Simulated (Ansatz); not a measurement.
Harmonic frequencies (cm⁻¹) at PBE0-D4/def2-TZVP from Ansatz: 101, 226, 258, 398, 464, 494, 507, 712, 855, 959, 986, 1009, 1033, 1172, 1186, 1233, 1322, 1446, 1501, 2523, 2596, 2995, 3042, 3581.

Q: Which molecule is it?
A. `B[N]1C[NH][Zn]1`
B. `ClC1=[CH][InH][CH2]1`
C. `[F][Zn][GeH]1[CH2][SiH2]1`
D. `C=[CH][SnH2][Br]`

A: A.
